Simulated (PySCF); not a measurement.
Species: CH4AlBr.
Bonds: C1–Al2, Al2–Br3. Hydrogens: H4, H5, H6 on C1; H7 on Al2.

Level of theory: TDDFT wB97X-D/def2-SVPD, vertical, gas phase, core orbitals frozen in the response (PySCF). Geometry: PBE0-D3(BJ)/def2-SVP; no solvent, vibrations or thermal averaging. Relativistic effects, spin–orbit coupling among them, are left out although an element past zinc is present.

Frontier orbitals with the atoms that hold most of them (Löwdin shares over 4%, at most four atoms; ? is withheld):

| orbital | ε (eV) | atoms |
| --- | --- | --- |
| HOMO-3 | -11.22 | Br3 48%, Al2 24%, H7 21%, C1 5% |
| HOMO-2 | -10.95 | Br3 40%, C1 27%, Al2 18%, H7 5% |
| HOMO-1 | -10.52 | Br3 90%, Al2 9% |
| HOMO | -9.89 | ? |
| LUMO | 0.37 | ? |
| LUMO+1 | 1.20 | Al2 67%, Br3 12%, C1 8% |
| LUMO+2 | 2.07 | Al2 42%, Br3 31%, H7 16%, C1 6% |

Q: Give the leading atoms of the LUMO.

A: Al2 (bonded to Br, C and H) 56%; Br3 (bonded to Al) 18%; H7 (bonded to Al) 11%; C1 (bonded to Al and 3 H) 11%.

Q: Which atoms hold the HOMO, and with what shares?

A: Br3 (bonded to Al) 54%; C1 (bonded to Al and 3 H) 16%; Al2 (bonded to Br, C and H) 15%; H7 (bonded to Al) 11%.

Q: How does S1 compare with the orbital gap of 10.26 eV?

A: S1 is at 5.51 eV (f = 0.0012), 4.75 eV below the gap, made of HOMO→LUMO (94%). 

Q: Give energy, strength and leading configuration of S1, S2, S3, S5 and S6, and follow the Löwdin shares of the leading atoms from the occupied to the empty orbital.

A: 
- S1 (5.51 eV, f 0.0012), HOMO→LUMO (94%): Br3 54% → 18%, C1 16% → 11%, Al2 15% → 56%
- S2 (6.56 eV, f 0.0001), HOMO-2→LUMO (93%): Br3 40% → 18%, C1 27% → 11%, Al2 18% → 56%
- S3 (6.64 eV, f 0.048), HOMO-1→LUMO (94%): Br3 90% → 18%, Al2 9% → 56%
- S5 (7.04 eV, f 0.121), HOMO→LUMO+1 (73%): Br3 54% → 12%, C1 16% → 8%, Al2 15% → 67%
- S6 (7.48 eV, f 0.095), HOMO-1→LUMO+1 (71%): Br3 90% → 12%, Al2 9% → 67%

Löwdin shares depend on the basis, the more so with diffuse functions.
